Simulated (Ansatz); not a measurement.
Consider the ligand exchange at the Si–N bond: `N=C(S)N[SiH2]O` + dimethylamine → `CN(C)[SiH2]O` + `N=C(N)S`.

Gas-phase electronic energies from Ansatz, PBE0-D4/def2-TZVP geometries. CBS: MP2 limit from def2 TZ/QZ plus the TZ coupled-cluster correction, frozen cores. Functionals use def2-TZVPP. Each species was taken in one conformer, which may not be the lowest.

Problem. Is it downhill or uphill in electronic energy at CCSD(T)/CBS, and by how much? (An estimate is asked.)

Solution. The calculation gave: Downhill: ΔE = -1.9 kcal/mol.

Problem. What do these levels give: r2SCAN-D4, ωB97M-V, PBE, MP2/def2-TZVPP, CCSD/def2-TZVPP, HF/CBS(def2)? (An estimate is asked.)

Solution. Ansatz gave: r2SCAN-D4 -2.3, ωB97M-V -2.3, PBE -2.8, MP2/def2-TZVPP -2.2, CCSD/def2-TZVPP -1.7, HF/CBS(def2) -0.6 kcal/mol.

Largest T1 diagnostic among the species: 0.014.

In def2-TZVPP, CCSD(T) changes the Hartree–Fock value by −1.3 kcal/mol (the triples alone add −0.2 kcal/mol) and MP2 by −1.6 kcal/mol.
